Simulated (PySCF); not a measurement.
NMR data simulated for an unnamed compound:

1H NMR (300 MHz, computed): δ 8.20 (s, 1H), 5.07 (d, 2H), 4.06 (d, 6H), -0.26 (m, 1H).

13C{1H} NMR (computed): δ 167.4 (CH), -12.3 (CH).

Gas phase, no relativistic terms, averaged over atoms made equivalent by symmetry, fast rotation or ring inversion, one conformer. Shieldings: GIAO PBE0/pcSseg-1; geometry from GFN2-xTB; PySCF 2.14.0 with density-fitted response routines.

References, each an isolated molecule treated in the same way: TMS for 1H (31.72 ppm), 13C (186.93 ppm).

Q: Which of these does the molecule contain: a methoxy group, a (CH3)2CH unit, an ester, a Si–H bond?

A: 
- A methoxy group: no.
- A (CH3)2CH unit: no.
- An ester: no.
- A Si–H bond: yes (δH 5.07 (d)).

The data belong to `C([SiH2]OC=O)([SiH3])[SiH3]`, C₂H₁₀O₂Si₃; they needn't prove each group on their own.

Carbon signals by region: 1 in the far downfield region (above 160 ppm), 1 below 50 ppm. Above 160 ppm: 167.4, carbonyl carbon.

Shifts are as computed. Against solution values, carbons near 30 ppm lie about +3 ppm off and those near 130 ppm about +5 ppm. Of 1211 compounds with measured shifts, 218 miss one by over three times the rms of a fit or turn the order of signals round; such compounds aren't used in these exercises. No couplings were computed; multiplicities are counted from neighbouring protons, with m where these are inequivalent, close in shift, in a saturated or five-membered ring or joined by F or P, and br s for small geminal =CH2 splittings.
